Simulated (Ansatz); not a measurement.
Gas-phase electronic energies from Ansatz, PBE0-D4/def2-TZVP geometries. CBS: MP2 limit from def2 TZ/QZ plus the TZ coupled-cluster correction, frozen cores. Functionals use def2-TZVPP. B3LYP here is the variant with VWN-RPA as its local correlation; programs differ in this. Each species was taken in one conformer, which may not be the lowest.

`B[SiH2]C(F)Cl` + `[SiH3]S` → `BS[SiH3]` + `FC([SiH3])Cl`  (cleavage of the B–Si bond)

`B[SiH2]C(F)Cl`:

Cartesian coordinates in Å:
```
B 0.456 0.672 -1.730
Si 0.255 0.626 0.268
C -0.557 -0.995 0.874
F 0.183 -2.076 0.461
Cl -0.667 -1.012 2.650
H 1.157 1.495 -2.242
H -0.137 -0.076 -2.449
H 1.545 0.768 0.993
H -0.658 1.737 0.664
H -1.577 -1.138 0.511
```

`[SiH3]S`:

Cartesian coordinates in Å:
```
Si -0.071 0.385 0.354
S -0.538 -0.849 -1.328
H 0.045 -0.412 1.602
H -1.209 1.329 0.460
H 1.193 1.136 0.147
H 0.580 -1.589 -1.236
```

`BS[SiH3]`:

Cartesian coordinates in Å:
```
B -1.317 -0.672 0.853
S -0.337 0.792 1.066
Si 1.007 0.569 -0.604
H -1.110 -1.433 -0.044
H -2.188 -0.858 1.645
H 0.238 0.550 -1.871
H 1.784 -0.686 -0.463
H 1.922 1.737 -0.583
```

`FC([SiH3])Cl`:

Z-matrix (Å, degrees):
```
C
Si 1 1.908
Cl 1 1.781 2 108.9
F 1 1.369 2 110.8 3 120.1
H 1 1.092 2 114.1 3 -117.9
H 2 1.482 1 107.7 3 61.8
H 2 1.481 1 108.1 3 -58.6
H 2 1.485 1 108.5 3 -178.9
```

```json
{"level": "PBE-D4", "ΔE (kJ/mol)": "-115.3", "difference from CCSD(T)/CBS": "-0.2"}
{"level": "r2SCAN-D4", "ΔE (kJ/mol)": "-117.4", "difference from CCSD(T)/CBS": "-2.3"}
{"level": "PBE0-D4", "ΔE (kJ/mol)": "-113.8", "difference from CCSD(T)/CBS": "1.3"}
{"level": "B3LYP-D4", "ΔE (kJ/mol)": "-115.2", "difference from CCSD(T)/CBS": "-0.1"}
{"level": "ωB97X-V", "ΔE (kJ/mol)": "-111.2", "difference from CCSD(T)/CBS": "3.9"}
{"level": "ωB97M-V", "ΔE (kJ/mol)": "-116.2", "difference from CCSD(T)/CBS": "-1.1"}
{"level": "B2PLYP", "ΔE (kJ/mol)": "-117.6", "difference from CCSD(T)/CBS": "-2.5"}
{"level": "PBE", "ΔE (kJ/mol)": "-114.5", "difference from CCSD(T)/CBS": "0.6"}
{"level": "r2SCAN", "ΔE (kJ/mol)": "-117.4", "difference from CCSD(T)/CBS": "-2.3"}
{"level": "PBE0", "ΔE (kJ/mol)": "-113.2", "difference from CCSD(T)/CBS": "1.9"}
{"level": "B3LYP", "ΔE (kJ/mol)": "-113.7", "difference from CCSD(T)/CBS": "1.4"}
{"level": "HF/def2-TZVPP", "ΔE (kJ/mol)": "-107.7", "difference from CCSD(T)/CBS": "7.4"}
{"level": "MP2/def2-TZVPP", "ΔE (kJ/mol)": "-123.8", "difference from CCSD(T)/CBS": "-8.7"}
{"level": "SCS-MP2/def2-TZVPP", "ΔE (kJ/mol)": "-119.2", "difference from CCSD(T)/CBS": "-4.1"}
{"level": "CCSD/def2-TZVPP", "ΔE (kJ/mol)": "-111.6", "difference from CCSD(T)/CBS": "3.5"}
{"level": "CCSD(T)/def2-TZVPP", "ΔE (kJ/mol)": "-115.1", "difference from CCSD(T)/CBS": "0.0"}
{"level": "HF/def2-QZVPP", "ΔE (kJ/mol)": "-107.6", "difference from CCSD(T)/CBS": "7.5"}
{"level": "MP2/def2-QZVPP", "ΔE (kJ/mol)": "-123.7", "difference from CCSD(T)/CBS": "-8.6"}
{"level": "SCS-MP2/def2-QZVPP", "ΔE (kJ/mol)": "-119.1", "difference from CCSD(T)/CBS": "-4.0"}
{"level": "HF/CBS(def2)", "ΔE (kJ/mol)": "-107.5", "difference from CCSD(T)/CBS": "7.6"}
{"level": "MP2/CBS(def2)", "ΔE (kJ/mol)": "-123.8", "difference from CCSD(T)/CBS": "-8.7"}
{"level": "CCSD/CBS(def2)", "ΔE (kJ/mol)": "-111.5", "difference from CCSD(T)/CBS": "3.6"}
{"level": "CCSD(T)/CBS", "ΔE (kJ/mol)": "-115.1", "difference from CCSD(T)/CBS": "0"}
```

Largest T1 diagnostic among the species: 0.014.

In def2-TZVPP, CCSD(T) changes the Hartree–Fock value by −7.4 kJ/mol (the triples alone add −3.5 kJ/mol) and MP2 by −16.1 kJ/mol.
